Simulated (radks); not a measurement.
Spherical quantum dot in the effective-mass picture: electrons in a parabolic well V = omega^2 r^2 / 2 with omega = 0.895, all in effective atomic units (hartree* = m*/eps^2 hartree, bohr* = eps/m* bohr), one dielectric constant everywhere. Calculated with a radial shooting solver with Libxc functionals: non-relativistic Kohn-Sham, LDA (Slater exchange, Perdew-Wang correlation), spin-polarised, spherical densities. Levels are named by radial order and angular momentum (1s, 1p, 1d, 2s, ...), and open shells are averaged over m. Results are scaled to m* = 0.325 and eps = 6.1, for which hartree* = 237.7 meV and bohr* = 0.9932 nm.

N = 28, configuration 1s2 1p6 1d10 2s2 1f(up 7, down 1). This is the lowest configuration that the search found. Occupied and some empty levels:

| level | occupation | eigenvalue (meV) | <r> (nm) |
|---|---|---|---|
| 1s up | 1 | 2864.8 | 1.912 |
| 1s down | 1 | 2872.2 | 1.869 |
| 1p up | 3 | 2947.5 | 2.377 |
| 1p down | 3 | 2958.6 | 2.353 |
| 1d up | 5 | 3042.4 | 2.693 |
| 1d down | 5 | 3055.4 | 2.683 |
| 2s up | 1 | 3065.9 | 2.294 |
| 2s down | 1 | 3074.5 | 2.316 |
| 1f up | 7 | 3148.6 | 2.937 |
| 1f down | 1 | 3162.3 | 2.937 |
| 2p up | 0 | 3187.5 | 2.562 |
| 2p down | 0 | 3195.8 | 2.572 |
| 1g up | 0 | 3265.1 | 3.139 |
| 1g down | 0 | 3278.8 | 3.145 |
| 2d up | 0 | 3316.0 | 2.816 |
| 2d down | 0 | 3324.6 | 2.820 |

Energy (meV): total 54306.3, kinetic 5332.2, external 19950, Hartree 31853, exchange-correlation -2829.0.

Electron density:

| r (nm) | n(r) (e/nm^3) |
|---|---|
| 0.245 | 0.2312 |
| 0.655 | 0.1995 |
| 1.06 | 0.1685 |
| 1.47 | 0.1640 |
| 1.88 | 0.1815 |
| 2.29 | 0.1897 |
| 2.70 | 0.1625 |
| 3.11 | 0.1055 |
| 3.52 | 0.04922 |
| 3.93 | 0.01604 |
| 4.34 | 0.003578 |
| 4.75 | 0.0005482 |
| 5.16 | 0.00005744 |
